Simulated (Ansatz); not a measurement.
Two isomers of CH6BNSi: A = `CN1B[SiH2]1`, B = `[SiH3]N1BC1`.

Calculated with Ansatz (gas phase, PBE0-D4/def2-TZVP geometries, no zero-point term in ΔE). CCSD(T)/CBS is the MP2 limit (def2-TZVPP, def2-QZVPP) plus CCSD(T) − MP2 in def2-TZVPP, frozen cores. Functionals use def2-TZVPP. B3LYP here is the variant with VWN-RPA as its local correlation; programs differ in this.

A:

```xyz
10

C     0.3209   -1.0367    0.9658
N    -0.1017    0.0472    0.1207
B    -0.9713    1.1112    0.1509
Si    0.0823    0.8447   -1.4368
H     1.3942   -0.9712    1.1632
H     0.1290   -1.9971    0.4802
H    -0.2138   -1.0111    1.9181
H    -1.7450    1.5583    0.9350
H     1.4272    1.4289   -1.6862
H    -0.3218    0.0259   -2.6109
```

B:

Z-matrix (Å, degrees):
```
Si
N 1 1.718
H 1 1.486 2 109.8
H 1 1.484 2 108.6 3 120.4
H 1 1.486 2 109.8 3 -119.1
B 2 1.359 1 160.1 3 -121.0
C 2 1.499 1 135.0 3 59.5
H 6 1.183 2 142.6 1 0.4
H 7 1.089 2 115.5 1 67.9
H 7 1.089 2 115.5 1 -68.3
```

(1) Which isomer does CCSD(T)/CBS put lower? Give the gap. (Estimate.)

(2) Give E(B) − E(A) in kcal/mol with CCSD(T)/def2-TZVPP, B3LYP, ωB97M-V, r2SCAN-D4, HF/def2-TZVPP, CCSD(T)/def2-SVP, MP2/def2-TZVPP. (An estimate is asked.)

(3) Does the order hold for the free energy at 298.15 K (harmonic terms from PBE0-D4)? (An estimate is asked.)

Largest T1 diagnostic: 0.014.

Results:

(1) Ansatz gave: B, by 0.3 kcal/mol. So small a gap doesn't settle the order.

(2) Ansatz gave: CCSD(T)/def2-TZVPP -0.1, B3LYP -0.9, ωB97M-V -1.2, r2SCAN-D4 0.5, HF/def2-TZVPP -5.9, CCSD(T)/def2-SVP 0.9, MP2/def2-TZVPP -1.1. The order is the other way round with r2SCAN-D4, CCSD(T)/def2-SVP.

(3) Ansatz gave: Yes: G(B) − G(A) = -2.8 kcal/mol.

At CCSD(T), def2-SVP lies +1.2 kcal/mol from the extrapolated value and def2-TZVPP +0.2 kcal/mol. Leaving LDA and LC-ωPBE aside and taking each functional with its dispersion term where it has one, the values, not all of them listed here, spread over 4.9 kcal/mol, from BHLYP-D4 to PBE-D4. LDA lies +1.5 kcal/mol from PBE without D4.
